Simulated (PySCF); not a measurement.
A PySCF script (with the pyscf-properties extension) for the NMR shieldings of `CCCCc1ccccc1`, C10H14, on a PBE0-D3(BJ)/def2-SVP geometry:

```python
import basis_set_exchange as bse
import numpy as np
from pyscf import gto, dft
from pyscf.prop import nmr

atoms = """
C    -3.279356    0.183981    0.879819
C    -1.943709   -0.461087    0.545964
C    -1.694382   -0.579637   -0.950910
C    -0.357612   -1.232498   -1.316455
C     0.840039   -0.435578   -0.871732
C     1.549678   -0.768414    0.287477
C     2.632318   -0.000145    0.714302
C     3.025139    1.120264   -0.015205
C     2.329314    1.464134   -1.174102
C     1.248955    0.692201   -1.594794
H    -3.437392    0.250919    1.966880
H    -4.120159   -0.388743    0.456039
H    -3.340602    1.205912    0.472331
H    -1.890871   -1.466099    1.001774
H    -1.126035    0.119130    1.006082
H    -1.741313    0.425011   -1.407912
H    -2.511110   -1.161068   -1.413593
H    -0.311372   -2.240655   -0.872673
H    -0.316244   -1.370774   -2.409126
H     1.248492   -1.647781    0.863660
H     3.173004   -0.280458    1.621674
H     3.874359    1.722621    0.315740
H     2.633277    2.337529   -1.756419
H     0.710877    0.966342   -2.507043
"""
names = dict.fromkeys(["C", "H"], "pcSseg-1")
basis = {el: gto.basis.parse(bse.get_basis(n, elements=[el], fmt="nwchem")) for el, n in names.items()}
mol = gto.M(atom=atoms, basis=basis, charge=0, verbose=0)
mf = dft.RKS(mol, xc="PBE0")
mf.grids.level = 2
mf.grids.alignment = dft.numint.BLKSIZE   # the property module wants whole blocks of grid points
mf.conv_tol = 1e-9
mf.kernel()

calc = nmr.RKS(mf)   # GIAO
C = mf.mo_coeff
Co = C[:, mf.mo_occ > 0]
resp = mf.gen_response(singlet=True, hermi=2)
def vind(x):   # induced exchange potential for any number of trial vectors
    d = np.einsum("pi,xij,qj->xpq", C, 2 * x.reshape(-1, C.shape[1], Co.shape[1]), Co, optimize=True)
    return np.einsum("xpq,pi,qj->xij", resp(d - d.transpose(0, 2, 1)), C, Co, optimize=True).ravel()
mo1, _ = nmr.rhf.solve_mo1(calc, with_cphf=vind)
sigma = calc.kernel(mo1)
for i, s in enumerate(sigma):   # ppm
    print("%2d %-2s %9.2f" % (i, mol.atom_pure_symbol(i), np.trace(s) / 3))
```

**Question.** Give the expected output.

**Answer.** 
```
 0 C     168.07
 1 C     160.79
 2 C     146.90
 3 C     145.02
 4 C      36.34
 5 C      48.46
 6 C      51.14
 7 C      52.95
 8 C      50.11
 9 C      50.32
10 H      30.18
11 H      30.43
12 H      30.63
13 H      30.40
14 H      30.21
15 H      30.07
16 H      29.78
17 H      29.06
18 H      28.38
19 H      24.07
20 H      23.91
21 H      23.95
22 H      23.81
23 H      23.93
```

These numbers come from an equivalent density-fitted implementation of the same equations, which agrees with the script to about 0.01 ppm for H and up to a few tenths of a ppm for heavy atoms, so last digits may differ.

**Question.** Turn these shieldings into chemical shifts. References, each an isolated molecule treated in the same way: $^{13}$C (σref 184.41) and $^{1}$H (σref 31.27) vs TMS.

**Answer.** Averaging equivalent atoms: C 4: 148.1; C 5/9: 135.0; C 6/8: 133.8; C 7: 131.5; C 3: 39.4; C 2: 37.5; C 1: 23.6; C 0: 16.3; H 20/22: 7.41; H 21: 7.31; H 19/23: 7.27; H 17/18: 2.55; H 15/16: 1.34; H 13/14: 0.96; H 10/11/12: 0.86 ppm. 

Size and cost of the density-fitted run: 240 basis functions, 52 s wall time on 1 thread of an Arm Neoverse V1, shared host; peak memory 1.2 GiB.
